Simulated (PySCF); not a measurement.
B(H)(Me)(NH2) (CH₆BN), SMILES CBN. The structure is a stationary point at PBE-D3(BJ)/def2-TZVP. Other conformers were not sampled.

These are PBE-D3(BJ)/def2-TZVP run with PySCF 2.14.0 values and carry that method's errors.

Harmonic wavenumbers (cm⁻¹): 144, 348, 512, 568, 766, 816, 822, 939, 1017, 1128, 1274, 1353, 1409, 1432, 1591, 2522, 2953, 3013, 3027, 3492, 3588. Rotational constants (GHz): 42.96, 8.275, 7.246; symmetry number 1.

Q: Work out the zero-point energy and the ideal-gas rigid-rotor harmonic-oscillator thermochemistry at 298.15 K and 1 atm.

A: ZPE = ½ Σ hcν = ½ × 32713 cm⁻¹ = 195.67 kJ/mol. H − E(el) = 210.28 kJ/mol. Entropy in J/(mol K): translation 155.62, rotation 93.51, vibration 25.28, total 274.41. G − E(el) = 128.46 kJ/mol. Cp = 72.44 J/(mol K). Modes under 150 cm⁻¹ make the vibrational entropy uncertain.
